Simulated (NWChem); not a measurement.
Species: SiNH₃ClF; SMILES [SiH](Cl)(F)N

```xyz
7

Si    -0.0627    -0.4200     0.3724
N      1.4429    -1.0798    -0.0722
F     -1.3126    -0.9205    -0.5133
Cl     0.0452     1.6228     0.0945
H     -0.3652    -0.7476     1.7757
H      1.6883    -2.0280     0.1859
H      1.9353    -0.7698    -0.9008
```
Atoms are numbered in this order, from 1.

Computed with NWChem. Pople sets run with spherical d functions. Coordinates come from a B3LYP/6-31G* (spherical d) optimisation. Level: B3LYP/6-31G* with SMD (1 M gas to 1 M solution), gas-phase geometry. Reactions with the solvent are ignored.

**Question.** Predict the results for solvent water. Quantities: solvation free energy (kcal/mol); cavity-dispersion-structure term (kcal/mol); dipole in solution (D).

**Answer.** 
```yaml
solvation free energy (kcal/mol): -3.1
cavity-dispersion-structure term (kcal/mol): 3.1
dipole in solution (D): 3.49
```
